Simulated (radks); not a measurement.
Values are calculated unless marked as measured or tabulated.
Fractional charge and spin in the 5s shell of iodine: the spin-up occupation runs from 0 to 1 and the spin-down occupation from 0 to 1; the fullest corner is I, [Kr] 4d10 5p(up 2.5, down 2.5) 5s(up 1, down 1). Code: a radial shooting solver on a logarithmic mesh with Libxc functionals. Model: scalar-relativistic Kohn-Sham, PBE, spin-polarised, spherical densities, finite nucleus; Fermi nuclear charge, rms radius of each element as measured or else 0.836 A^(1/3) + 0.57 fm. Energy (eV) above the fullest corner. The planes named below are the two flat planes that join the four corners, with an edge along up + down = one added electron.

| down \ up | 0 | 0.25 | 0.5 | 0.75 | 1 |
|---|---|---|---|---|---|
| 0 | 54.282 | 45.235 | 36.829 | 29.054 | 21.898 |
| 0.25 | 45.235 | 36.884 | 29.162 | 22.057 | 15.558 |
| 0.5 | 36.829 | 29.162 | 22.110 | 15.661 | 9.804 |
| 0.75 | 29.054 | 22.057 | 15.661 | 9.855 | 4.623 |
| 1 | 21.898 | 15.558 | 9.804 | 4.623 | 0.000 |

Corners above the fullest one (they belong to I+ and the next ion): (up 1, down 0) 21.898 eV, (up 0, down 1) 21.898 eV, (up 0, down 0) 54.282 eV. With half an added electron in each spin the energy lies 0.212 eV from the planes, and with half an added electron in spin up alone -1.261 eV. The planes are only a guide here: the flat-plane condition holds for ground states with one frontier orbital, while this shell lies below other occupied shells, so the corners above the fullest one are inner-hole states and not the ground states of those ions.
